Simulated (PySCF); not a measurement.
Computed shifts of a molecule CH3F3Si, KT2/pcSseg-1 in PySCF, GIAO, gas phase, equivalent atoms averaged, in ppm (number of nuclei): ¹³C: -6.2 (1). ²⁹Si: -36.8 (1). ¹⁹F: -168.6 (3). ¹H: 0.65 (3). References: ¹³C against TMS (σ = 185.1 ppm); ²⁹Si against TMS (σ = 361.9 ppm); ¹⁹F against CFCl3 (σ = 127.1 ppm); ¹H against TMS (σ = 31.47 ppm), references at their B3LYP-D3(BJ)/def2-TZVP geometries, non-relativistic. Geometry optimised at ωB97X-D3(BJ)/def2-SVP. Other conformers were not sampled.

Problem. Which molecule gave these data?
A. FC(F)(F)[SiH3]
B. C[Si](F)(F)F
C. FC[SiH](F)F
D. F[SiH2]C(F)F

Solution. B, C[Si](F)(F)F
